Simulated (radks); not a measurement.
K XIV, configuration [He] 2s2 2p2. All-electron calculation, scalar-relativistic Kohn-Sham, LDA (Slater exchange, VWN5 correlation), spin-polarised, spherical densities, finite nucleus; open shells are filled with parallel spins first; Fermi nuclear charge, rms radius 3.4349 fm. Program: a radial shooting solver on a logarithmic mesh with Libxc functionals.

Normalised radial functions P(r) = r R(r), r in bohr:

r,1s down,2s down
0.004309,0.6593,0.2076
0.005221,0.7837,0.2466
0.006326,0.9281,0.2919
0.007726,1.1018,0.3462
0.009362,1.2919,0.4053
0.01134,1.5049,0.4712
0.01374,1.7391,0.5429
0.01679,2.0015,0.6218
0.02034,2.2635,0.6984
0.02465,2.5240,0.7706
0.0301,2.7764,0.8334
0.03648,2.9790,0.8712
0.0442,3.1173,0.8743
0.05355,3.1653,0.8276
0.06541,3.0937,0.7089
0.07925,2.8934,0.5135
0.09603,2.5657,0.2307
0.1173,2.1139,-0.1516
0.1421,1.6214,-0.5793
0.1722,1.1323,-1.0216
0.2086,0.7064,-1.4147
0.2548,0.3739,-1.6938
0.3088,0.1715,-1.7737
0.3741,0.0645,-1.6460
0.457,0.0180,-1.3275
0.5537,0.0039,-0.9311
0.6709,0.0006,-0.5517
0.8129,0.0001,-0.2680
0.9929,0.0000,-0.0981
1.203,0.0000,-0.0280

1s down: eigenvalue -4075.5 eV, 0 radial nodes, <r> = 0.0808 bohr, 90 % of the charge inside 0.144 bohr. 2s down: eigenvalue -789.52 eV, 1 radial node at r = 0.109 bohr, <r> = 0.356 bohr, 90 % of the charge inside 0.546 bohr.
